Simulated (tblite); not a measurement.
Species: CH₄Cl₄Ge₂.
SMILES with atom numbers: `[Cl:1][Ge@@H:2]([GeH3:3])[C:4]([Cl:5])([Cl:6])[Cl:7]` (hydrogens: H8 on Ge2; H9, H10, H11 on Ge3)

Computed with GFN2-xTB (tblite), gas phase: L-BFGS steps from a force-field or distance-geometry start until the largest atomic force falls under 0.01 eV/Å.

Step 4: E = -715.4057 eV
```
atom  x, y, z in Å  |  force x, y, z in eV/Å
Cl1    -0.4986   -1.6829    2.1023   -0.111  -0.048   0.098
Ge2    -0.1491    0.0452    0.9851   -0.240   0.157  -0.188
Ge3     1.8315   -0.0398   -0.3057    0.000  -0.020   0.084
C4     -1.6203    0.1452   -0.4371    0.115   0.002   0.139
Cl5    -1.3998   -1.2736   -1.4741   -0.053   0.024   0.080
Cl6    -1.3412    1.5816   -1.4302   -0.038  -0.020   0.136
Cl7    -3.2446    0.1850    0.2372    0.057  -0.028  -0.100
H8     -0.3450    1.2684    1.8769   -0.178   0.010   0.066
H9      1.7026    0.5978   -1.6349    0.057   0.043  -0.108
H10     2.8841    0.6485    0.4947    0.194  -0.001  -0.102
H11     2.1859   -1.4726   -0.4401    0.197  -0.119  -0.105
```

Step 5: E = -715.4134 eV
```
atom  x, y, z in Å  |  force x, y, z in eV/Å
Cl1    -0.5029   -1.6819    2.1040   -0.092   0.014   0.049
Ge2    -0.1501    0.0497    0.9810   -0.207   0.075  -0.022
Ge3     1.8318   -0.0399   -0.3024   -0.011  -0.073  -0.017
C4     -1.6128    0.1449   -0.4290   -0.072   0.002  -0.034
Cl5    -1.4036   -1.2738   -1.4727   -0.015   0.046   0.109
Cl6    -1.3444    1.5820   -1.4265   -0.003  -0.031   0.153
Cl7    -3.2454    0.1841    0.2317    0.097  -0.029  -0.060
H8     -0.3526    1.2674    1.8785   -0.165   0.011   0.047
H9      1.7063    0.5967   -1.6337    0.046   0.039  -0.094
H10     2.8866    0.6454    0.4870    0.248   0.044  -0.040
H11     2.1926   -1.4720   -0.4439    0.173  -0.098  -0.091
```

Step 6: E = -715.4209 eV
```
atom  x, y, z in Å  |  force x, y, z in eV/Å
Cl1    -0.5088   -1.6809    2.1068   -0.076   0.080  -0.004
Ge2    -0.1560    0.0554    0.9763   -0.101  -0.021   0.147
Ge3     1.8321   -0.0415   -0.2999    0.010  -0.089  -0.087
C4     -1.6073    0.1447   -0.4223   -0.223  -0.002  -0.175
Cl5    -1.4072   -1.2731   -1.4691    0.025   0.031   0.102
Cl6    -1.3472    1.5819   -1.4200    0.034  -0.002   0.134
Cl7    -3.2441    0.1827    0.2258    0.069  -0.026   0.000
H8     -0.3629    1.2670    1.8811   -0.154   0.014   0.027
H9      1.7105    0.5967   -1.6348    0.039   0.019  -0.053
H10     2.8942    0.6435    0.4793    0.239   0.049  -0.019
H11     2.2024   -1.4738   -0.4492    0.138  -0.053  -0.073
```

Q: Estimate the geometry and energy of step 7. (The exact step hangs on the optimiser's Hessian estimate; all steps are aligned on step 6, rigid shifts and turns removed.)

A: E = -715.4285 eV, largest force 0.358 eV/Å
```
atom  x, y, z in Å  |  force x, y, z in eV/Å
Cl1    -0.5165   -1.6777    2.1093   -0.068   0.107  -0.028
Ge2    -0.1631    0.0606    0.9748    0.013  -0.089   0.234
Ge3     1.8327   -0.0447   -0.2989    0.052  -0.062  -0.096
C4     -1.6056    0.1443   -0.4183   -0.276  -0.008  -0.228
Cl5    -1.4107   -1.2720   -1.4636    0.064  -0.018   0.054
Cl6    -1.3496    1.5821   -1.4108    0.069   0.057   0.078
Cl7    -3.2421    0.1808    0.2194   -0.024  -0.022   0.073
H8     -0.3769    1.2666    1.8843   -0.140   0.027   0.016
H9      1.7158    0.5966   -1.6363    0.028   0.000  -0.020
H10     2.9062    0.6421    0.4703    0.182   0.027  -0.027
H11     2.2153   -1.4759   -0.4562    0.100  -0.019  -0.056
```

The energy changes by -0.0075 eV. The first-order estimate −F·Δx gives -0.0101 eV and the mean of the old and new forces, exact on a quadratic surface, -0.0076 eV. The step makes an angle of 55° with the force vector and moves no atom by more than 0.015 Å.

The cost below is that of the whole relaxation. Time: 0.92 s wall. Hardware: AMD EPYC 9R45, one thread, no GPU, shared host with 96 logical CPUs at a one-minute load of 55.
